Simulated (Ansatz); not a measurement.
Stepwise reaction of `[SH][GeH2][SH]` with hydrogen fluoride, as a gas-phase model of exchange steps in deposition or etching. ΔE in kJ/mol; ΔG adds harmonic PBE0-D4 terms to CCSD(T)/CBS, at 1 bar.

Calculated with Ansatz (gas phase, PBE0-D4/def2-TZVP geometries, no zero-point term in ΔE). CBS: MP2 limit from def2 TZ/QZ plus the TZ coupled-cluster correction, frozen cores. This one scheme is used for every species. Functionals use def2-TZVPP. B3LYP here is the variant with VWN-RPA as its local correlation; programs differ in this. For Ge outer-core shells are correlated without core-valence functions, which leaves a few kJ/mol of doubt a bond. Scalar relativity is left out up to krypton. Each species was taken in one conformer, which may not be the lowest.

```csv
step,reaction,PBE-D4,B3LYP-D4,ωB97M-V,CCSD(T)/CBS,ΔG(500 K)
2,`[F][GeH2][SH]` + H–F → `[F][GeH2][F]` + H₂S,-9.7,-19.2,-19.6,-12.1,-18.0
```

Problem. Give the row of step 1, `[SH][GeH2][SH]` + H–F → `[F][GeH2][SH]` + H₂S. (An estimate is asked.)

Solution. Ansatz gave: 
```csv
step,reaction,PBE-D4,B3LYP-D4,ωB97M-V,CCSD(T)/CBS,ΔG(500 K)
1,`[SH][GeH2][SH]` + H–F → `[F][GeH2][SH]` + H₂S,-10.3,-18.9,-19.9,-10.9,-15.9
```

Problem. By hand: ΔE of the 2 steps together at CCSD(T)/CBS.

Solution. (-10.9) + (-12.1) = -23.0 kJ/mol, or -11.5 kJ/mol a step.

In ΔE the steps differ by no more than 1.2 kJ/mol. All are downhill at CCSD(T)/CBS. ΔG lies between -18.0 and -15.9 kJ/mol a step. PBE-D4 differs from CCSD(T)/CBS by 0.6 to 2.4 kJ/mol a step. Isolated molecules leave out the surface, adducts and barriers. Largest T1 diagnostic: 0.012.
